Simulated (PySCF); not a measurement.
C2H5Si, SMILES [CH2][Si]C (connectivity only; charge and spin as stated), neutral, multiplicity 2.

Coordinates come from a ωB97X-D3(BJ)/def2-TZVP optimisation. The isomer is the one that the SMILES or the coordinates give; other isomers of the formula were not compared.

The numbers are results of SMD-B3LYP/6-31G* (PySCF), not measurements.

Solvation free energies are E(SMD) − E(gas) at the gas-phase geometry, for 1 M in both phases. In vacuum the dipole moment is 1.39 D.

```tsv
solvent	ΔG(solv) (kcal/mol)	its non-electrostatic (CDS) part	dipole (D)
water	0.4	3.4	1.97
cyclohexanone	-1.5	1.2	1.92
N,N-dimethylformamide	-1.5	1.4	1.96
```
